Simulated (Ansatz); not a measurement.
Consider the ligand exchange at the Si–O bond: `[SiH3][O][Ge][O][SiH3]` + `O[SiH2][SeH]` → `O[SiH2][Se][SiH3]` + `[OH][Ge][O][SiH3]`.

Calculated with Ansatz (gas phase, PBE0-D4/def2-TZVP geometries, no zero-point term in ΔE). CCSD(T)/CBS is the MP2 limit (def2-TZVPP, def2-QZVPP) plus CCSD(T) − MP2 in def2-TZVPP, frozen cores. DFT in def2-TZVPP. B3LYP here is the variant with VWN-RPA as its local correlation; programs differ in this. For Ge, Se outer-core shells are correlated without core-valence functions, which leaves a few kJ/mol of doubt a bond. Scalar relativity is left out up to krypton. One conformer a species, not always the lowest.

```tsv
level	ΔE (kJ/mol)	difference from CCSD(T)/CBS
PBE-D4	16.9	-13.5
r2SCAN-D4	27.3	-3.1
PBE0-D4	20.4	-10.0
B3LYP-D4	36.3	5.9
ωB97X-V	31.7	1.3
ωB97M-V	30.9	0.5
B2PLYP	36.1	5.7
PBE	17.0	-13.4
r2SCAN	27.1	-3.3
PBE0	20.3	-10.1
B3LYP	36.6	6.2
HF/def2-TZVPP	51.7	21.3
MP2/def2-TZVPP	30.5	0.1
SCS-MP2/def2-TZVPP	37.3	6.9
CCSD/def2-TZVPP	37.7	7.3
CCSD(T)/def2-TZVPP	34.7	4.3
HF/def2-QZVPP	53.7	23.3
MP2/def2-QZVPP	28.7	-1.7
SCS-MP2/def2-QZVPP	35.6	5.2
HF/CBS(def2)	54.0	23.6
MP2/CBS(def2)	26.2	-4.2
CCSD/CBS(def2)	33.4	3.0
CCSD(T)/CBS	30.4	0
```

Largest T1 diagnostic among the species: 0.015.

In def2-TZVPP, CCSD(T) changes the Hartree–Fock value by −17.0 kJ/mol (the triples alone add −3.0 kJ/mol) and MP2 by −21.2 kJ/mol. From PBE to PBE0 (25 % exact exchange), in def2-TZVPP and without D4, ΔE moves by +3.3 kJ/mol.
